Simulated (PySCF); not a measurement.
Polarisability and C₆ of Xe (xenon, neutral)

[Kr] 4d10 5s2 5p5 6s1, high-spin 3P determinant (an excited configuration). Calculation: PySCF 2.14, in x2c-QZVPPall with one added diffuse shell each of s, p, d, f type (14s10p8d5f1g, 128 functions); the spin-free X2C one-electron Hamiltonian (Gaussian nucleus). Coupled (time-dependent) response in atomic units; α is the mean over directions.

| method | mean α (bohr³) | α xx, yy, zz | C₆ (like pair) | S(−4) |
| --- | --- | --- | --- | --- |
| UHF | 540.1 | 664.2, 478.0, 478.0 | 10020 | 290800 |
| PBE | 417.6 | 465.9, 393.5, 393.5 | 7111 | 162700 |

S(−4) is the Cauchy moment in α(ω) = α(0) + S(−4) ω² + …

Spin-orbit coupling is absent.

α(iu) at PBE:

```tsv
u (hartree)	α(iu) (bohr³)
0	417.6
0.0500	216.4
0.100	97.12
0.200	39.93
0.300	25.42
0.500	14.84
0.750	9.265
1.00	6.392
1.50	3.652
2.00	2.430
3.00	1.363
5.00	0.6393
```

A single London oscillator, α(iu) = α/(1 + u²/ω²), gives C₆ = (3/4) ω α². Matching the computed C₆ needs ω = 4 × 7111 / (3 × 417.6²) = 0.0544 hartree.

The components differ because the open shell of this determinant is not spherical; for a pure term their mean is the scalar polarisability.

The outer electron is Rydberg-like, and this basis confines it to a smaller radius and binds it less than a complete one would.
